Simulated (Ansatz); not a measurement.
C3H10N (SMILES CC[NH2+]C), charge +1, singlet, geometry from GFN2-xTB; CCSD(T)/STO-3G (Ansatz, an electronic-structure program).

Ansatz was given this input:
Ansatz 0.2 input:
```yaml
crystal:
  periodic: [false, false, false]
  atoms:
    - {symbol: C, position_ang: [1.21296475, -0.43505659, 1.05745699]}
    - {symbol: C, position_ang: [0.49340484, 0.73006851, 0.40560672]}
    - {symbol: N, position_ang: [-0.22912828, 0.30572748, -0.83364535]}
    - {symbol: C, position_ang: [-1.42679703, -0.52369353, -0.58580884]}
    - {symbol: H, position_ang: [1.90138003, -0.91149101, 0.36319589]}
    - {symbol: H, position_ang: [1.79585188, -0.06458150, 1.89576360]}
    - {symbol: H, position_ang: [0.52350240, -1.17871165, 1.44533444]}
    - {symbol: H, position_ang: [1.21504360, 1.49985744, 0.12601840]}
    - {symbol: H, position_ang: [-0.23433377, 1.16776361, 1.09065133]}
    - {symbol: H, position_ang: [0.42852521, -0.22443572, -1.42056931]}
    - {symbol: H, position_ang: [-0.51217892, 1.14132391, -1.35893829]}
    - {symbol: H, position_ang: [-2.12795182, 0.01940297, 0.04481675]}
    - {symbol: H, position_ang: [-1.91645003, -0.76834228, -1.52611082]}
    - {symbol: H, position_ang: [-1.14692605, -1.44878838, -0.08817373]}
basis:
  gaussian:
    orbitals: STO-3G
total_charge: 1
magnetization: {spin_polarized: false}
correlation: {method: ccsd_t, electrons: outside_noble_gas}
accuracy: high
```

It wrote (shortened):

```
Functional definition: HF
645 factors; integrals over basis functions are off by at most 2.8e-9 eV
mean field evaluation 1: about -4669.4035 eV, gradient 1.3e1 eV
mean field evaluation 2: about -4669.6798 eV, gradient 1.3e1 eV
mean field evaluation 4: about -4670.3378 eV, gradient 9.6e-1 eV
mean field evaluation 8: about -4670.3406 eV, gradient 5.9e-7 eV
mean field evaluation 16: about -4670.0760 eV, gradient 3.1e-2 eV
mean field -4670.34061356 eV, -171.6318518779 hartree, gradient 3.2e-8 eV, S^2 0.000000; 0 other end points of the search recorded, 0 dependent functions left out
4 core orbitals not correlated
reference -4670.34061356 eV, -171.6318518779 hartree; 13, 13 occupied and 13, 13 virtual orbitals, 645 factors
second order -5.81808149 eV of doubles, -0.00000000 eV of singles
cycle   1  -7.06199851 eV  change    -1.2e0 eV  update   7.5e-2
cycle   2  -7.62805901 eV  change   -5.7e-1 eV  update   2.8e-2
cycle   3  -7.65987480 eV  change   -3.2e-2 eV  update   4.6e-3
cycle   4  -7.66390602 eV  change   -4.0e-3 eV  update   1.2e-3
cycle   5  -7.66390605 eV  change   -3.9e-8 eV  update   2.8e-4
cycle   6  -7.66388059 eV  change    2.5e-5 eV  update   5.2e-5
cycle   7  -7.66389548 eV  change   -1.5e-5 eV  update   1.9e-5
cycle   8  -7.66389877 eV  change   -3.3e-6 eV  update   5.3e-6
cycle   9  -7.66389648 eV  change    2.3e-6 eV  update   1.3e-6
cycle  10  -7.66389586 eV  change    6.2e-7 eV  update   2.9e-7
cycle  11  -7.66389598 eV  change   -1.2e-7 eV  update   8.9e-8
cycle  12  -7.66389596 eV  change    2.5e-8 eV  update   3.6e-8
cycle  13  -7.66389598 eV  change   -1.9e-8 eV  update   2.0e-8
cycle  14  -7.66389539 eV  change    5.8e-7 eV  update   9.9e-8
cycle  15  -7.66389522 eV  change    1.8e-7 eV  update   2.6e-8
cycle  16  -7.66389518 eV  change    3.2e-8 eV  update   6.2e-9
cycle  17  -7.66389518 eV  change    3.9e-9 eV  update   1.8e-9
cycle  18  -7.66389518 eV  change  -2.1e-10 eV  update  5.5e-10
perturbative correction -0.04560983 eV, -0.0016761304 hartree
Total energy: -4678.05011857 eV, -171.9151709614 hartree
```
